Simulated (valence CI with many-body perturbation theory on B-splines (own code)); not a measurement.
## Energy levels of Tb XXXIII

Calculated by relativistic CI+MBPT: five valence electrons over a frozen Dirac-Fock core [Ar] 3d10, radial functions for each j: 11 s, 11 p, 10 d, 8 f, 5 g, 2 h, with the one-electron correlation potential Σ1 (screened to all orders), the two-electron term Σ2, the three-electron term Σ3, Breit, model QED; selected single and double excitations, second order for the rest, scaled by the run's own slope (own B-spline code, finite nucleus).

No measured spectrum was set against this ion. As an estimate, large intervals hold to a few tenths of a per cent, small ones and those within an open d or f shell to about a per cent. Among the levels kept, up to 2000 cm⁻¹ of a level comes from second order outside the variational space, and about a tenth of that is noise between levels of different J, which matters for small intervals.

Levels 1 to 45 of 171, with energies above the lowest level, (4s^2 4p1/2^2 4p3/2) J=3/2. "Leading %" is the weight of the configuration and term that name the level; weights of strongly mixed levels are sums over their largest components and can fall short. In the jj column 3d3/2^4 stands for four electrons in 3d with j = 3/2. Lifetimes count E1, E2, E3, M1 and M2 decay at the calculated energies, and are blank where another channel may lead or the interval is too uncertain; long ones can be off by a factor of two.

| No. | Configuration | Term | J | E (eV) | Leading % | Leading jj | Lifetime |
| --- | --- | --- | --- | --- | --- | --- | --- |
| 1 | 4s²4p³ | ²P° | 3/2 | 0.00 | 44 | 4s^2 4p1/2^2 4p3/2 (98 %) |  |
| 2 | 4s²4p³ | ⁴S° | 3/2 | 42.13 | 53 | 4s^2 4p1/2 4p3/2^2 (98 %) | 1.26 μs |
| 3 | 4s²4p³ | ²D° | 5/2 | 46.59 | 99 | 4s^2 4p1/2 4p3/2^2 (99 %) | 6.30 μs |
| 4 | 4s²4p³ | ²P° | 1/2 | 52.21 | 98 | 4s^2 4p1/2 4p3/2^2 (98 %) | 1.63 μs |
| 5 | 4s²4p³ | ²P° | 3/2 | 95.07 | 54 | 4s^2 4p3/2^3 (98 %) | 580 ns |
| 6 | 4s4p⁴ | ⁴P | 5/2 | 116.09 | 70 | 4s 4p1/2^2 4p3/2^2 (89 %) | 54.8 ps |
| 7 | 4s²4p²4d | ⁴F | 3/2 | 120.32 | 27 | 4s^2 4p1/2^2 4d3/2 (77 %) | 191 ps |
| 8 | 4s4p⁴ | ²S | 1/2 | 129.76 | 52 | 4s 4p1/2^2 4p3/2^2 (89 %) | 9.93 ps |
| 9 | 4s4p⁴ | ²D | 3/2 | 133.31 | 26 | 4s 4p1/2^2 4p3/2^2 (66 %) | 5.04 ps |
| 10 | 4s²4p²4d | ⁴D | 5/2 | 138.61 | 25 | 4s^2 4p1/2^2 4d5/2 (86 %) | 6.89 ps |
| 11 | 4s4p⁴ | ⁴P | 3/2 | 160.25 | 48 | 4s 4p1/2 4p3/2^3 (68 %) | 27.0 ps |
| 12 | 4s²4p²4d | ⁴F | 5/2 | 163.27 | 34 | 4s^2 4p1/2 4p3/2 4d3/2 (77 %) | 439 ps |
| 13 | 4s²4p²4d | ⁴D | 1/2 | 163.60 | 67 | 4s^2 4p1/2 4p3/2 4d3/2 (88 %) | 84.9 ps |
| 14 | 4s²4p²4d | ⁴F | 3/2 | 163.67 | 28 | 4s^2 4p1/2 4p3/2 4d3/2 (70 %) | 83.6 ps |
| 15 | 4s4p⁴ | ²D | 5/2 | 167.51 | 39 | 4s 4p1/2 4p3/2^3 (52 %) | 38.1 ps |
| 16 | 4s²4p²4d | ²G | 7/2 | 168.36 | 40 | 4s^2 4p1/2 4p3/2 4d3/2 (91 %) | 14.0 ns |
| 17 | 4s²4p²4d | ⁴D | 7/2 | 173.97 | 48 | 4s^2 4p1/2 4p3/2 4d5/2 (98 %) | 2.70 ns |
| 18 | 4s4p⁴ | ²P | 1/2 | 175.79 | 32 | 4s 4p1/2 4p3/2^3 (49 %) | 3.11 ps |
| 19 | 4s²4p²4d | ²G | 9/2 | 178.76 | 55 | 4s^2 4p1/2 4p3/2 4d5/2 (98 %) |  |
| 20 | 4s4p⁴ | ²P | 3/2 | 178.83 | 31 | 4s 4p1/2 4p3/2^3 (42 %) | 1.75 ps |
| 21 | 4s²4p²4d | ⁴P | 5/2 | 179.43 | 39 | 4s^2 4p1/2 4p3/2 4d3/2 (54 %) | 1.60 ps |
| 22 | 4s²4p²4d | ⁴D | 3/2 | 180.79 | 35 | 4s^2 4p1/2 4p3/2 4d5/2 (41 %) | 2.06 ps |
| 23 | 4s²4p²4d | ²S | 1/2 | 184.67 | 35 | 4s^2 4p1/2 4p3/2 4d3/2 (67 %) | 1.43 ps |
| 24 | 4s²4p²4d | ⁴D | 5/2 | 185.96 | 39 | 4s^2 4p1/2 4p3/2 4d5/2 (48 %) | 2.46 ps |
| 25 | 4s²4p²4d | ²P | 3/2 | 188.31 | 40 | 4s^2 4p1/2 4p3/2 4d5/2 (48 %) | 1.91 ps |
| 26 | 4s²4p²4d | ²F | 7/2 | 188.82 | 39 | 4s^2 4p1/2 4p3/2 4d5/2 (82 %) | 4.48 ps |
| 27 | 4s²4p²4d | ²D | 5/2 | 192.25 | 53 | 4s^2 4p1/2 4p3/2 4d5/2 (78 %) | 1.64 ps |
| 28 | 4s²4p²4d | ²D | 3/2 | 193.52 | 66 | 4s^2 4p1/2 4p3/2 4d5/2 (72 %) | 3.69 ps |
| 29 | 4s²4p²4d | ²P | 1/2 | 197.37 | 66 | 4s^2 4p1/2 4p3/2 4d5/2 (73 %) | 1.94 ps |
| 30 | 4s4p⁴ | ²P | 1/2 | 216.46 | 24 | 4s 4p3/2^4 (49 %) | 7.21 ps |
| 31 | 4s²4p²4d | ²F | 7/2 | 221.91 | 46 | 4s^2 4p3/2^2 4d5/2 (93 %) | 20.8 ps |
| 32 | 4s²4p²4d | ²P | 1/2 | 221.95 | 56 | 4s^2 4p3/2^2 4d3/2 (72 %) | 1.80 ps |
| 33 | 4s²4p²4d | ²D | 3/2 | 222.39 | 39 | 4s^2 4p3/2^2 4d3/2 (88 %) | 1.29 ps |
| 34 | 4s²4p²4d | ²D | 5/2 | 223.09 | 32 | 4s^2 4p3/2^2 4d3/2 (80 %) | 1.40 ps |
| 35 | 4s²4p²4d | ⁴F | 9/2 | 223.49 | 55 | 4s^2 4p3/2^2 4d5/2 (97 %) | 1.04 μs |
| 36 | 4s²4p²4d | ²F | 7/2 | 226.57 | 68 | 4s^2 4p3/2^2 4d3/2 (84 %) | 1.38 ps |
| 37 | 4s²4p²4d | ²D | 3/2 | 231.67 | 59 | 4s^2 4p3/2^2 4d3/2 (80 %) | 1.52 ps |
| 38 | 4s²4p²4d | ²D | 5/2 | 234.49 | 79 | 4s^2 4p3/2^2 4d5/2 (97 %) | 487 ps |
| 39 | 4s4p³4d | ⁶D° | 5/2 | 237.37 | 32 | 4s 4p1/2^2 4p3/2 4d3/2 (88 %) | 49.7 ps |
| 40 | 4s4p³4d | ⁶D° | 3/2 | 237.81 | 38 | 4s 4p1/2^2 4p3/2 4d3/2 (88 %) | 36.5 ps |
| 41 | 4s4p³4d | ⁶D° | 1/2 | 237.82 | 46 | 4s 4p1/2^2 4p3/2 4d3/2 (89 %) | 62.3 ps |
| 42 | 4s4p³4d | ⁶D° | 7/2 | 239.38 | 33 | 4s 4p1/2^2 4p3/2 4d3/2 (72 %) | 96.9 ps |
| 43 | 4s²4p²4d | ²S | 1/2 | 241.93 | 23 | 4s 4p3/2^4 (42 %) | 1.41 ps |
| 44 | 4s²4p²4d | ²D | 3/2 | 242.22 | 49 | 4s^2 4p3/2^2 4d5/2 (84 %) | 1.92 ps |
| 45 | 4s²4p²4d | ²D | 5/2 | 245.55 | 53 | 4s^2 4p3/2^2 4d5/2 (86 %) | 1.45 ps |

The ionisation energy to 4s²4p² ³P0 of the next ion comes out as 1302.8 eV (NIST: 1301 ± 4 eV (theoretical)). All 171 levels together are meant to be complete up to 370.14 eV.
